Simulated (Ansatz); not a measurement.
`[CH3][Ga]([F])[Br]` + H₂Te → `[CH3][Ga]([F])[TeH]` + HBr  (ligand exchange at a Ga–Br bond)

Calculated with Ansatz (gas phase, PBE0-D4/def2-TZVP geometries, no zero-point term in ΔE). CCSD(T)/CBS adds triple-zeta CCSD(T) − MP2 to the extrapolated MP2 energy (def2 sets, frozen cores). DFT in def2-TZVPP. HSE06 is defined as in plane-wave codes. def2 core potentials past Kr. For Br, Ga, Te outer-core shells are correlated without core-valence functions, which leaves a few kJ/mol of doubt a bond. Scalar relativity is left out up to krypton.

`[CH3][Ga]([F])[Br]`:

Cartesian coordinates in Å:
```
C 0.573 0.785 0.230
Ga -0.556 -0.706 -0.292
F -1.507 -0.641 -1.761
Br -0.841 -2.664 0.835
H 1.337 0.456 0.933
H 1.038 1.221 -0.654
H -0.045 1.548 0.709
```

H₂Te:

Z-matrix (Å, degrees):
```
Te
H 1 1.656
H 1 1.656 2 90.4
```

`[CH3][Ga]([F])[TeH]`:

Z-matrix (Å, degrees):
```
C
Ga 1 1.951
H 1 1.092 2 109.2
H 1 1.089 2 111.4 3 -120.8
H 1 1.091 2 109.2 3 118.2
F 2 1.764 1 117.4 3 -62.2
Te 2 2.510 1 132.0 3 117.7
H 7 1.659 2 90.2 1 0.1
```

HBr:

Cartesian coordinates in Å:
```
Br -0.470 -0.240 0.475
H 0.470 0.240 -0.475
```

| level | ΔE (kJ/mol) | difference from CCSD(T)/CBS |
| --- | --- | --- |
| revPBE-D4 | 13.8 | -0.7 |
| r2SCAN-D4 | 18.6 | 4.1 |
| r2SCANh-D4 | 19.0 | 4.5 |
| r2SCAN0-D4 | 19.7 | 5.2 |
| CAM-B3LYP-D4 | 21.5 | 7.0 |
| PBE-QIDH | 19.0 | 4.5 |
| r2SCANh | 19.6 | 5.1 |
| r2SCAN0 | 20.3 | 5.8 |
| HSE06 | 17.9 | 3.4 |
| LC-ωPBE | 22.0 | 7.5 |
| CCSD(T)/CBS | 14.5 | 0 |

Largest T1 diagnostic among the species: 0.012.

At CCSD(T), def2-SVP lies +5.0 kJ/mol from the extrapolated value and def2-TZVPP +5.0 kJ/mol. Leaving LDA and LC-ωPBE aside and taking each functional with its dispersion term where it has one, the values, not all of them listed here, spread over 12.4 kJ/mol, from PBE-D4 to B97M-V. From PBE to PBE0 (25 % exact exchange), in def2-TZVPP and without D4, ΔE moves by +3.1 kJ/mol.

CCSD(T)/CBS has its own doubt, a few kJ/mol and more with outer-core shells, so smaller differences from it don't rank the levels.
